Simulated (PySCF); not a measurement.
# Reading a saddle point

A first-order saddle point of BNH₆O₂, closed shell, PBE0-D4/def2-TZVP, with one imaginary mode of 1511i cm⁻¹:

B1  (0.339, 0.031, -0.128)
H2  (0.386, 0.887, 1.105)
O3  (0.400, 0.916, -1.209)
O4  (1.301, -0.960, -0.030)
H5  (-0.512, 0.334, 1.102)
N6  (-1.066, -0.526, 0.307)
H7  (-0.052, 1.747, -1.067)
H8  (2.143, -0.660, -0.379)
H9  (-1.860, -0.263, -0.259)
H10  (-1.079, -1.505, 0.558)
(Å)

Program: PySCF 2.14 with density fitting (its default auxiliary sets; JK sets also for MP2 and CCSD(T)). Basis: def2-TZVPP and def2-QZVPP. Cores are frozen in the correlated methods. Extrapolation: Hartree–Fock as exp(−7.88 √X), correlation as X^−2.97.

**Question.** Which contacts change along the imaginary mode, and what lies on either side? (A judgement: the text doesn't fix the answer.)

**Answer.** The calculation gives: The step is BH₃O₂ ([OH][BH][OH]) + NH₃ → BNH₄O₂ ([NH2][B]([OH])[OH]) + H₂, with the molecules in contact on both sides. Shortening one way: B1–N6, H2–H5; lengthening the same way: B1–H2, H5–N6.
```json
{"pair": "B1–N6", "one side (Å)": "1.71", "saddle (Å)": "1.57", "other side (Å)": "1.41"}
{"pair": "H2–H5", "one side (Å)": "2.55", "saddle (Å)": "1.06", "other side (Å)": "0.75"}
{"pair": "B1–H2", "one side (Å)": "1.22", "saddle (Å)": "1.50", "other side (Å)": "3.85"}
{"pair": "H5–N6", "one side (Å)": "1.01", "saddle (Å)": "1.30", "other side (Å)": "2.81"}
```

**Question.** Which side is lower, and how far does the saddle lie above each? (An estimate is asked for; the value comes from the calculation.)

**Answer.** By the calculation: The side with B1–N6, H2–H5 short is lower by 53.3 kJ/mol; the saddle lies 221.3 kJ/mol above it and 168.0 kJ/mol above the other (CCSD(T) at an estimated basis limit (MP2 extrapolated from triple and quadruple zeta, plus CCSD(T) − MP2 in triple zeta); electronic energies).

The T1 diagnostic stays at or below 0.012.

The step is the kind of exchange with an N–H group that builds nitride films in atomic layer and chemical vapour deposition.

Labels in which every atom is bracketed show which atoms are joined, not bond orders.

For scale, one of the runs: CCSD(T)/def2-TZVPP, 208 basis functions, launched by `OMP_NUM_THREADS=4 python run.py`. Time: 8.9 min of wall clock on 4 CPU threads of an Arm Neoverse V1; the host was shared. Peak host memory: 3.2 GiB.
